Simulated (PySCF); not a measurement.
# Telling isomers of C₃H₁₀O₂Si₂ apart by NMR

Computed data (PySCF): GFN2-xTB geometry, σ from GIAO-PBE0/pcSseg-1. No relativistic terms, no solvent, averaged over atoms made equivalent by symmetry, fast rotation or ring inversion, single conformer.

δ = σ(ref) − σ, references computed at the same level: 1H (σref 31.72) and 13C (σref 186.93) against TMS. Where no couplings were computed, multiplicities follow the n + 1 count of equivalent neighbours, and m marks all less simple cases (inequivalent or close neighbours, rings, F or P nearby). Shifts are as computed. Against solution values, carbons near 30 ppm lie about +3 ppm off and those near 130 ppm about +5 ppm. Of 1211 compounds with measured shifts, 218 miss one by over three times the rms of a fit or turn the order of signals round; such compounds aren't used in these exercises.

(1) Tabulate the signals of `CCC(=O)O[SiH2][SiH3]`, `C=CO[SiH2]OC[SiH3]`, `CO[C@@H]1C[Si@@H]1O[SiH3]`, `O=C(CC[SiH3])O[SiH3]` and their relative energies.

(2) What is the quickest way to tell CO[C@@H]1C[Si@@H]1O[SiH3] from O=C(CC[SiH3])O[SiH3]?

(3) What is the quickest way to tell C=CO[SiH2]OC[SiH3] from CO[C@@H]1C[Si@@H]1O[SiH3]?

(4) What is the quickest way to tell CCC(=O)O[SiH2][SiH3] from CO[C@@H]1C[Si@@H]1O[SiH3]?

Answers

(1) 
```tsv
SMILES	carbon types	δC	δH	E rel. (kcal/mol)
CCC(=O)O[SiH2][SiH3]	1×C 1×CH2 1×CH3	182.9, 32.3, 10.9	5.10 (q, 2H), 3.86 (t, 3H), 2.34 (q, 2H), 1.13 (t, 3H)	0.0
C=CO[SiH2]OC[SiH3]	1×CH 2×CH2	155.3, 94.7, 49.5	6.57 (m, 1H), 5.05 (s, 2H), 4.33 (m, 1H), 4.16 (m, 1H), 3.98 (m, 3H), 3.87 (m, 2H)	20.8
CO[C@@H]1C[Si@@H]1O[SiH3]	1×CH 1×CH2 1×CH3	66.5, 63.9, 10.2	5.04 (s, 3H), 4.86 (m, 1H), 3.59 (s, 3H), 3.56 (m, 1H), 1.28 (m, 1H), 0.96 (m, 1H)	26.5
O=C(CC[SiH3])O[SiH3]	1×C 2×CH2	187.0, 34.5, 6.5	4.81 (s, 3H), 4.11 (t, 3H), 2.65 (t, 2H), 0.90 (m, 2H)	4.2
```

Energies are electronic energies at PBE0/pcSseg-1 on these geometries, without zero-point or thermal terms, each for the one conformer computed, which needn't be the lowest.

(2) Both give the same number of carbon signals, but DEPT or the intensities differ. The first has a three-membered-ring carbon (CH) at 66.5 ppm, the second a carbonyl carbon (C) at 187.0 ppm.

(3) Both give the same number of carbon signals, but DEPT or the intensities differ. The first has an alkene carbon bearing oxygen (CH) at 155.3 ppm, the second a three-membered-ring carbon (CH) at 66.5 ppm. In the proton spectra the most deshielded non-exchanging signals are 6.57 (m, 1H) and 5.04 (s, 3H).

(4) Both give the same number of carbon signals, but DEPT or the intensities differ. The first has a carbonyl carbon (C) at 182.9 ppm, the second a three-membered-ring carbon (CH) at 66.5 ppm.
